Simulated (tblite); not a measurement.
Start geometry of `C[Si@@H]([SiH3])[SiH2]CC[SiH3]` from a force field or distance geometry (Å):
```
atom  x, y, z in Å
C1    -3.431   -1.291    0.812
Si2   -2.081   -0.698   -0.294
Si3   -2.538    1.401   -1.061
Si4   -0.129   -0.504    0.920
C5     1.287   -0.046   -0.200
C6     2.654    0.080    0.477
Si7    4.084    0.549   -0.650
H8    -3.214   -2.276    1.226
H9    -3.598   -0.615    1.659
H10   -4.388   -1.366    0.268
H11   -1.883   -1.659   -1.415
H12   -2.751    2.334    0.077
H13   -3.792    1.386   -1.875
H14   -1.418    1.901   -1.901
H15    0.173   -1.800    1.589
H16   -0.291    0.521    1.998
H17    1.042    0.909   -0.693
H18    1.349   -0.802   -1.004
H19    2.602    0.836    1.283
H20    2.919   -0.867    0.974
H21    3.812    1.868   -1.277
H22    4.241   -0.476   -1.708
H23    5.348    0.640    0.149
```

Q: What comes out of this run: GFN2-xTB geometry optimisation, gas phase in tblite?

A: 
```
atom  x, y, z in Å
C1    -3.4512   -1.2618    0.8359
Si2   -2.0385   -0.6094   -0.2681
Si3   -2.6714    1.4423   -1.1610
Si4   -0.0673   -0.6208    0.9659
C5     1.3538   -0.0826   -0.1826
C6     2.6934    0.0554    0.5379
Si7    4.0983    0.5649   -0.6362
H8    -3.2272   -2.2491    1.2290
H9    -3.6195   -0.6046    1.6846
H10   -4.3861   -1.3333    0.2874
H11   -1.9414   -1.5998   -1.3667
H12   -2.8964    2.4471   -0.1159
H13   -3.8999    1.4165   -1.9610
H14   -1.6298    1.9921   -2.0342
H15    0.3238   -1.9081    1.5667
H16   -0.0940    0.3268    2.0945
H17    1.0996    0.8707   -0.6525
H18    1.4571   -0.8022   -0.9979
H19    2.5932    0.7895    1.3400
H20    2.9393   -0.8914    1.0235
H21    3.7646    1.8488   -1.2575
H22    4.2406   -0.4510   -1.6824
H23    5.3542    0.6869    0.1060
```

The energy falls by 0.245 eV over 82 L-BFGS steps, the largest force on an atom goes from 1.61 to 0.010 eV/Å, and the atoms move by 0.133 Å rms after alignment. The bond that changes most is C1–Si2 (Si-methyl carbon to SiH silicon), which lengthens by 0.065 Å. Bonds longer at the end by more than 0.005 Å: 5 of 22; shorter: 15. Among the angles that change most is Si3–Si2–Si4, from 105.6° to 116.0°. Rotational constants go from 2125, 418.4, 369.2 to 1985, 411.8, 357.3 MHz. The orientation of the end geometry is arbitrary; only internal coordinates are fixed.

Its lowest GFN2-xTB frequency is 8 cm⁻¹, too small to tell a flat minimum from a shallow saddle. One conformer, not necessarily the lowest. 3 starts were optimised and ended at 0.00, 0.26 and 1.59 kcal/mol (GFN2-xTB); the lowest of these is shown.

All values are computed, not measured.
